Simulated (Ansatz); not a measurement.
SiH5SOF, singlet: at a first-order saddle point.

Input (in.yaml):

```yaml
crystal:
  periodic: [false, false, false]
  atoms:
    - {symbol: Si, position_ang: [-0.717035, -0.111235, 0.025886]}
    - {symbol: F, position_ang: [0.568714, 0.635269, -1.231168]}
    - {symbol: H, position_ang: [-1.462031, -0.627740, -1.142038]}
    - {symbol: H, position_ang: [-1.273263, -0.802160, 1.221552]}
    - {symbol: O, position_ang: [-0.888457, 1.415594, 0.600200]}
    - {symbol: H, position_ang: [1.327038, -0.291387, -0.814954]}
    - {symbol: S, position_ang: [1.248798, -1.482919, 0.115963]}
    - {symbol: H, position_ang: [-0.529447, 2.100307, 0.030413]}
    - {symbol: H, position_ang: [1.725783, -0.835830, 1.194146]}
basis:
  gaussian: {orbitals: def2-TZVPP}
hamiltonian: {xc: {name: BLYP}, dispersion: d4}
```

Command:

```bash
ansatz run in.yaml --threads 4 --pin off --events-out ev --progress --plain --max-ram 9574MiB
```

Output of Ansatz 0.2.0:

```
Functional definition: BLYP
  name "BLYP"
  cite "Becke, Phys. Rev. A 38, 3098 (1988) doi:10.1103/PhysRevA.38.3098"
  cite "Lee, Yang & Parr, Phys. Rev. B 37, 785 (1988) doi:10.1103/PhysRevB.37.785"
  parameter beta = 0.0042
  parameter a = 0.04918
  parameter b = 0.132
  parameter c = 0.2533
  parameter d = 0.349
  exchange = b88_x(beta = beta)
  correlation = lyp_c(a = a, b = b, c = c, d = d)
1174 factors; their error is unknown
mean field evaluation 1: about -23553.1223 eV, gradient 7.3e1 eV
mean field evaluation 2: about -23486.3518 eV, gradient 1.9e2 eV
mean field evaluation 4: about -23561.1753 eV, gradient 1.7e1 eV
mean field evaluation 8: about -23561.7071 eV, gradient 2.0e-1 eV
mean field evaluation 16: about -23561.6861 eV, gradient 3.2e-4 eV
mean field -23561.68607704 eV, -865.8759926470 hartree, gradient 7.9e-5 eV, S^2 0.000000; 0 other end points of the search recorded, 0 dependent functions left out
reference -23561.68639999 eV, -865.8760045150 hartree; 26, 26 occupied and 190, 190 virtual orbitals, 1174 factors
Total energy: -23562.08480469 eV, -865.8906456178 hartree
```

The lines “mean field evaluation” count trial sets of orbitals through the whole run, from several starts and some on an approximate energy, so they need not fall steadily or lie above the final value.

Hardware: 4 CPU threads of an Intel Xeon, shared host. Wall time about 3.2 s.
